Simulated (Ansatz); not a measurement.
Mulliken charges of Cl2H2NSi (`[NH][SiH](Cl)Cl`) radical from r2SCAN/def2-TZVPP in Ansatz (PBE0-D4/def2-TZVP geometry).

| atom | x (Å) | y (Å) | z (Å) | charge (e) |
| --- | --- | --- | --- | --- |
| N1 | 1.404 | -0.215 | -0.164 | -0.322 |
| Si2 | -0.241 | 0.042 | 0.321 | 0.660 |
| Cl3 | -0.912 | 1.791 | -0.493 | -0.220 |
| Cl4 | -1.382 | -1.527 | -0.317 | -0.220 |
| H5 | 1.521 | -0.288 | -1.177 | 0.165 |
| H6 | -0.346 | 0.134 | 1.783 | -0.063 |

**Question.** By hand: the dipole of these point charges (1 e Å = 4.8032 D).

**Answer.** Σ q r = (0.166, -0.017, 0.136) e Å, of length 0.215 e Å = 1.03 D.

**Question.** How does the dipole of the full density compare? (Best estimate.)

**Answer.** Ansatz gave: (0.027, -0.010, -0.105) e Å, 0.52 D; the point charges give 1.98 times that, at 114° from its direction.

Point charges leave out the atoms' own dipoles, such as those of lone pairs, and Mulliken's split depends on the basis, so the two needn't agree.
